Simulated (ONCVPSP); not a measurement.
## Transferability test, ONCV potential for tantalum

```json
{
  "Element": "tantalum",
  "Generator": "ONCVPSP 4.0.1",
  "Type": "optimised norm-conserving Vanderbilt (ONCV)",
  "Functional": "PBE",
  "Relativity": "fully relativistic",
  "Frozen core": "[Kr] 4d10 4f14",
  "Valence charge": "13",
  "Reference configuration": "5s2 5p6 5d3 (charge +2)",
  "Partial waves": "5s: rc 1.90 bohr, ncon 5, nbas 10, qcut 8.1 1/bohr, 2 projectors, debl 2.4 Ha; 5p: rc 1.45 bohr, ncon 4, nbas 9, qcut 6.3 1/bohr, 2 projectors, debl 0.3 Ha; 5d: rc 1.70 bohr, ncon 4, nbas 9, qcut 5.1 1/bohr, 1 projector",
  "Local potential": "polynomial inside 1.35 bohr (lpopt 5, dvloc0 0 Ha)",
  "Core correction": "Teter function, fcfact 1.5, rcfact 1.7"
}
```

Open shells are filled in proportion to 2j + 1.

In the s channel the program set the typed energies aside and used -3.248, 0.050 Ha. In the p channel the program set the typed energies aside and used -1.928, 0.250 Ha (j = l + 1/2; the other j can differ).

Energies are relative to the spin-unpolarised reference configuration 5s2 5p6 5d3; without spin polarisation the order of configurations can differ from experiment.

```
valence configuration  charge  ΔE all-electron (eV)  error AE − PS (meV)
      5s2 5p6 5d3 6s1      +1               -14.974                 +1.4
          5s2 5p6 5d2      +3                23.593                  -24
      5s2 5p6 5d2 6s2      +1               -15.762                  -12
```

Question: What are ΔE and the potential's error for 5s2 5p6 5d3 6s2?

Answer: ΔE = -23.446 eV all-electron; the error (AE − PS) is +4.5 meV.
